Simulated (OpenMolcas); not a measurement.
## Ions of charge +3 along the 4d row on the Mg site of KMgF3

```
Program             : OpenMolcas
Method              : CASSCF
Spin-orbit coupling : state interaction with AMFI integrals over the reference wave functions
```

The d shell is active. Each dopant is a cluster with its nearest anions in model potentials and point charges, with no relaxation and no local charge compensation. Distances were set from a Shannon-type radius of the metal (high-spin where two are listed) plus a fixed donor radius (F 1.31 Å), in hosts weighted 0.65 to 0.35 with the host's distance in the model lattice. Ligand basis ANO-RCC-VDZP, DKH2 Hamiltonian. States (labels of O, the rotations of Oh). Energies in cm-1 above the lowest state or level, χT in cm3 K/mol; under a threefold ground state the first gap can be a small split of the lowest multiplet, not the spin-orbit step; 10Dq and B are least-squares fits to the states below 45000 cm-1, weighted by degeneracy, with a free offset, and given where the rms deviation is under 5 % of |10Dq| (or 100 cm-1) and under 700 cm-1. Spin-only χT is S(S+1) / 2 for the spin of the ground state.

```tsv
Ion	Shell	R (Å)	Metal basis	Ground state	First state of that spin	10Dq	B (rms of fit)	First gap with spin-orbit (degeneracies)	χT at 300 K	First state of another spin	Spin-only χT
Nb3+	4d2	2.015	ANO-RCC-VTZP	3T1	3T2 28786	30421	691 (95)	18.4 (2, 3)	0.471	1E 9840	1.000
Mo3+	4d3	1.995	ANO-RCC-VTZP	4A2	4T2 28413	28331	746 (53)	14533 (4, 4)	1.784	2E 14585	1.875
Ru3+	4d5	1.989	ANO-RCC-VTZP	2T2	2A2 19768	23594	798 (181)	1996 (2, 4)	0.636	6A1 4901	0.375
Pd3+	4d7	2.041	ANO-RCC-VTZP	2E	16003	18492	819 (223)	1549 (4, 2)	0.670	4T1 2205	0.375
Ag3+	4d8	2.034	ANO-RCC-VTZP	3A2	3T2 18407	17906	916 (147)	12237 (3, 2)	1.260	1E 12696	1.000
```

Among the 5 ions with a close fit, |10Dq| is smallest for Ag3+ (17906 cm-1) and largest for Nb3+ (30421 cm-1). The error differs from ion to ion, so this order need not be the real one.

B goes from 691 cm-1 (Nb3+) to 916 cm-1 (Ag3+).

Below the highest spin of the shell: Ru3+, Pd3+. χT departs most from the spin-only value for Nb3+, by -0.529 cm3 K/mol.

Without dynamic correlation the repulsion within the d shell is too large (B by tens of per cent), so at a given field states of lower spin stand too high. With metal d orbitals alone the field can be off either way by tens of per cent. Ligand-to-metal charge-transfer states are missing. With no ligand orbital active B as a rule stays too high, so bands that hang on it stand too high and its fall with covalency is understated. An orbital triplet at a regular site is open to Jahn-Teller coupling, which can distort the site and quench the lowest spin-orbit gaps and is left out (holds for Nb3+; Ru3+). The least metal-like active orbital is 82 % on the metal (Löwdin) and no ligand orbital is active, so the numbers are rough (holds for Nb3+; Ru3+). The least metal-like active orbital is 83 % on the metal (Löwdin) and no ligand orbital is active, so the numbers are rough (holds for Mo3+). This shell can be high or low spin here, a state of another spin lies low, and with metal d orbitals alone active their balance is uncertain, so the ground spin may be wrong, although the usual error favours high spin (holds for Ru3+; Pd3+). An orbital doublet at a regular site is open to a Jahn-Teller distortion, which this geometry leaves out (holds for Pd3+). The least metal-like active orbital is 78 % on the metal (Löwdin) and no ligand orbital is active, so the numbers are rough (holds for Pd3+). Real 4d8 and 5d8 ions are as a rule square planar and diamagnetic (holds for Ag3+). The least metal-like active orbital is 76 % on the metal (Löwdin) and no ligand orbital is active, so the numbers are rough (holds for Ag3+). No measured value stands beside these numbers; the geometry was set by hand and not optimised.
